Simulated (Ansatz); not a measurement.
Ansatz (a first-principles code) input (CCSD(T)/aug-cc-pV(D+d)Z):
A basis named .json is the Basis Set Exchange file of that set.

Ansatz 0.2 input:
```yaml
crystal:
  periodic: [false, false, false]
  atoms:
    - {symbol: Si, position_ang: [-0.22351127, -0.88513027, 1.16889093]}
    - {symbol: O, position_ang: [1.47588268, -0.43203066, 0.81145398]}
    - {symbol: Si, position_ang: [2.02510811, 0.62245955, -0.53344229]}
    - {symbol: O, position_ang: [-0.93418438, -0.08347192, -0.00280627]}
    - {symbol: Si, position_ang: [-2.15415746, 0.49377371, -1.01226473]}
    - {symbol: H, position_ang: [-0.43857542, -0.36462954, 2.52152018]}
    - {symbol: H, position_ang: [-0.22509294, -2.34454765, 1.03788263]}
    - {symbol: H, position_ang: [1.58504835, -0.06836271, -1.74747420]}
    - {symbol: H, position_ang: [1.37556447, 1.91096871, -0.28347751]}
    - {symbol: H, position_ang: [3.47468206, 0.60521292, -0.30283231]}
    - {symbol: H, position_ang: [-3.06454855, 1.29689885, -0.18055329]}
    - {symbol: H, position_ang: [-1.45839445, 1.30859548, -2.02291438]}
    - {symbol: H, position_ang: [-2.82013910, -0.67711084, -1.60530426]}
    - {symbol: H, position_ang: [2.17371782, -0.77844611, 1.38939676]}
basis:
  gaussian:
    orbitals: aug-cc-pV_D+d_Z.json
total_charge: 1
magnetization: {spin_polarized: false}
correlation: {method: ccsd_t, electrons: outside_noble_gas}
output: {forces: true}
```

End of the output:

```
Atom 0 at    -0.223511    -0.885130     1.168891 Å, force    -0.119186    -0.635066     0.823893 eV/Å
Atom 1 at     1.475883    -0.432031     0.811454 Å, force     0.219516    -0.179706     0.276702 eV/Å
Atom 2 at     2.025108     0.622460    -0.533442 Å, force     0.162922     0.317852    -0.405293 eV/Å
Atom 3 at    -0.934184    -0.083472    -0.002806 Å, force     0.363437     0.267445    -0.258867 eV/Å
Atom 4 at    -2.154157     0.493774    -1.012265 Å, force    -0.650670     0.248565    -0.460751 eV/Å
Atom 5 at    -0.438575    -0.364630     2.521520 Å, force    -0.010359     0.039147     0.111816 eV/Å
Atom 6 at    -0.225093    -2.344548     1.037883 Å, force     0.007048    -0.119273    -0.005821 eV/Å
Atom 7 at     1.585048    -0.068363    -1.747474 Å, force    -0.046158    -0.060890    -0.109497 eV/Å
Atom 8 at     1.375564     1.910969    -0.283478 Å, force    -0.064885     0.114562     0.020449 eV/Å
Atom 9 at     3.474682     0.605213    -0.302832 Å, force     0.121856    -0.002035     0.020145 eV/Å
Atom 10 at    -3.064549     1.296899    -0.180553 Å, force    -0.074620     0.068653     0.061004 eV/Å
Atom 11 at    -1.458394     1.308595    -2.022914 Å, force     0.063713     0.068814    -0.084177 eV/Å
Atom 12 at    -2.820139    -0.677111    -1.605304 Å, force    -0.055723    -0.090228    -0.053928 eV/Å
Atom 13 at     2.173718    -0.778446     1.389397 Å, force     0.083109    -0.037840     0.064325 eV/Å
Dipole moment:     0.775847    -0.186992     0.367419 e Å
```

It need not be the lowest isomer of its formula.
